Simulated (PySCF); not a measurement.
WO2Cl2, SMILES [Cl][W](=[O])(=[O])[Cl], multiplicity 1.

The structure is a stationary point at B3LYP-D3(BJ)/def2-SVP. The multiplicity is an assumed one; other spin states were not compared. The isomer is the one that the SMILES or the coordinates give; other isomers of the formula were not compared. The def2 effective core potentials stand for the cores of W; spin–orbit coupling is left out.

All values below come from PySCF with PBE/def2-TZVP.

Symmetry labels are those of the subgroup C2v that the program uses (full group C2v).

List the valence orbital energies around the gap with their symmetry. (Estimate from the structure and the level; the computed values follow.)


| orbital | symmetry | energy (eV) |
|---|---|---|
| HOMO−7 | A2 | -10.77 |
| HOMO−6 | A1 | -10.27 |
| HOMO−5 | B1 | -9.45 |
| HOMO−4 | A1 | -8.98 |
| HOMO−3 | B2 | -8.96 |
| HOMO−2 | B1 | -8.71 |
| HOMO−1 | A2 | -8.65 |
| HOMO | B2 | -8.13 |
| LUMO | A1 | -4.10 |
| LUMO+1 | A2 | -3.40 |
| LUMO+2 | B1 | -2.96 |
| LUMO+3 | A1 | -1.76 |
